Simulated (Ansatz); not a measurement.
A run for Ansatz (a program for electronic structure): U-CCSD(T)/cc-pV(D+d)Z on C2H6Si (SMILES C[Si]C), 2S+1 = 3, a spin state set in the input, which need not be the lowest, at the other state's geometry. Files ending in .json are basis or fitting sets from the Basis Set Exchange.

Ansatz 0.2 input:
```yaml
crystal:
  periodic: [false, false, false]
  atoms:
    - {symbol: C, position_ang: [1.41354259, -0.24759947, 0.49862423]}
    - {symbol: Si, position_ang: [0.03137358, 0.33290770, -0.67691889]}
    - {symbol: C, position_ang: [-1.45488830, -0.19112335, 0.39345417]}
    - {symbol: H, position_ang: [1.47087414, -1.34072610, 0.38839649]}
    - {symbol: H, position_ang: [2.39550506, 0.15470749, 0.24779410]}
    - {symbol: H, position_ang: [1.19865776, -0.05412785, 1.55406134]}
    - {symbol: H, position_ang: [-1.31229954, -1.15173472, 0.89788303]}
    - {symbol: H, position_ang: [-2.40002675, -0.20268754, -0.15023372]}
    - {symbol: H, position_ang: [-1.54386651, 0.56619790, 1.18649281]}
basis:
  gaussian:
    orbitals: cc-pV_D+d_Z.json
magnetization: {spin_polarized: true, initial_magnetization: 2}
correlation: {method: ccsd_t, electrons: outside_noble_gas}
scf: {omitted_lower_state_checks: [cluster_reference]}
```

The head of its log:

```
WARN ansatz: RAYON_NUM_THREADS=2 ignored (pool sized by the plan → 2); use --threads N
Functional definition: HF
these checks for a lower state are left out or cut short: cluster_reference
integrals: 0.11 GiB planned
778 factors; integrals over basis functions are off by at most 8.9e-4 eV
mean field: 0.26 GiB planned
mean field evaluation 1: about -10013.4270 eV, gradient 2.0e1 eV
mean field evaluation 2: about -10013.4879 eV, gradient 2.0e1 eV
mean field evaluation 4: about -10016.1592 eV, gradient 2.6e0 eV
mean field evaluation 8: about -10016.2737 eV, gradient 1.5e-1 eV
mean field -10016.27445261 eV, -368.0912968586 hartree, gradient 1.9e-6 eV, S^2 2.003944; 0 other end points of the search recorded, 0 dependent functions left out
7 core orbitals not correlated
reference -10016.27445261 eV, -368.0912968586 hartree; 10, 8 occupied and 64, 66 virtual orbitals, 778 factors
```

Problem. What total energy does the run end on?

Solution. -368.5095 hartree (reference determinant -368.0913, T1 diagnostic 0.013).
